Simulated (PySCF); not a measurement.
## Computed beside measured shifts

System: Diphenyl(Thiophen-2-Ylmethyl)Phosphine Oxide (C17H15OPS), SMILES O=P(Cc1cccs1)(c1ccccc1)c1ccccc1.

Atom-mapped SMILES (hydrogens are numbered by the atom that bears them): [O:1]=[P:2]([CH2:3][c:4]1[cH:5][cH:6][cH:7][s:8]1)([c:9]1[cH:10][cH:11][cH:12][cH:13][cH:14]1)[c:15]1[cH:16][cH:17][cH:18][cH:19][cH:20]1

Level of theory: GIAO PBE0/pcSseg-2, gas phase, PySCF SCF with an in-house response code, fitting set def2-universal-JFIT up to Ne and JKFIT beyond, grid level 2, non-relativistic, geometry: PBE0-D3(BJ)/def2-SVP.

One optimised conformer. Values are averaged over the atoms that symmetry or fast rotation interchanges, on this one geometry and without vibrational averaging. Shifts are the reference shielding less the shielding here, at the same level (13C, 1H against isolated TMS; 17O against isolated H2O; 31P against isolated H3PO4; 33S against isolated CS2); nuclei without a reference have shieldings only.

**Question.** What shifts does this level give for P2, and how do they compare with measurement?

**Answer.** 
| atom | nucleus | computed / ppm | measured / ppm | computed less measured | measured against | medium of the measurement |
| --- | --- | --- | --- | --- | --- | --- |
| P2 | 31P | 5.0 | 28.6 | -23.6 | 85 % H3PO4 | CDCl3 |

Computed 19F and 31P shifts carry an offset from the reference molecule (CFCl3 is hard for DFT, lone H3PO4 or PH3 isn't the 85 % acid), so differences between compounds are more accurate than the values.

Measured values: supporting information or article, doi 10.1039/d5sc09520d.
